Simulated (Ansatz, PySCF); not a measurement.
Reaction (SMILES): [BH3-][NH2+] → [BH3-]N (an electron is taken up)
Each molecule is optimised on its own at B3LYP-D3(BJ)/def2-TZVP (Ansatz, a program for electronic structure).

Quantity: adiabatic electron affinity (0 K, with B3LYP-D3(BJ) harmonic zero-point energies from PySCF), positive where the reaction releases energy, in eV. Correlated levels leave the core frozen unless marked. Open shells are spin-unrestricted. No spin-orbit coupling. No relativistic terms. Anions need diffuse functions: aug- sets have them; def2-D sets add few; the other sets have none. CBS marks a two-point X^-3 extrapolation of the correlation energy; Hartree-Fock from the larger set. The bracket is a focal-point correction in the basis named.

Level to compare with: RI-MP2/CBS(aug-cc-pVTZ,aug-cc-pVQZ)+[CCSD(T)-MP2]/aug-cc-pVTZ (Ansatz), 2.31 eV. It is a level with limits of its own, and the differences hold the functionals' basis error too.

**Question.** Rank these functionals by how close they come to RI-MP2/CBS(aug-cc-pVTZ,aug-cc-pVQZ)+[CCSD(T)-MP2]/aug-cc-pVTZ, closest first: B3LYP/def2-TZVPD (Ansatz); LC-wPBE/def2-TZVPD (Ansatz); r2SCAN/def2-TZVPD (Ansatz).

**Answer.** LC-wPBE/def2-TZVPD (range-separated hybrid, 2.12 eV, difference -0.19), B3LYP/def2-TZVPD (global hybrid, 1.98 eV, difference -0.33), r2SCAN/def2-TZVPD (meta-GGA, 1.79 eV, difference -0.52)
